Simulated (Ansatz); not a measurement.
Program: Ansatz. Geometries: PBE0-D4/def2-TZVP. ΔE: electronic, gas phase. CBS: MP2 limit from def2 TZ/QZ plus the TZ coupled-cluster correction, frozen cores. This one scheme is used for every species. For Ge outer-core shells are correlated without core-valence functions, which leaves a few kJ/mol of doubt a bond. Scalar relativity is left out up to krypton. Each species was taken in one conformer, which may not be the lowest.

Consider the ligand exchange at a Ge–C bond: `O[CH2][GeH3]` + `O[SiH2]S` → `O[SiH2][S][GeH3]` + CH₃OH.

```csv
species,MP2/def2-QZVPP energy (Eh)
`O[CH2][GeH3]`,-2192.64195
`O[SiH2]S`,-764.41232
`O[SiH2][S][GeH3]`,-2841.52452
CH₃OH,-115.55941
```

(1) Work out ΔE.

Largest T1 diagnostic among the species: 0.012.

## Answers

(1) ΔE = (-2841.52452) + (-115.55941) − (-2192.64195) − (-764.41232) = -0.02966 Eh = -18.6 kcal/mol. CCSD(T)/CBS gives -17.7 kcal/mol.

The D4 term adds −1.3 kcal/mol with B3LYP and −0.7 kcal/mol with PBE0; it sums over pairs of atoms, weighted by their polarisabilities, and B3LYP, whose exchange is more repulsive, gets the larger term. From PBE to PBE0 (25 % exact exchange), in def2-TZVPP and without D4, ΔE moves by −0.8 kcal/mol.

B3LYP here is the variant with VWN-RPA as its local correlation; programs differ in this.
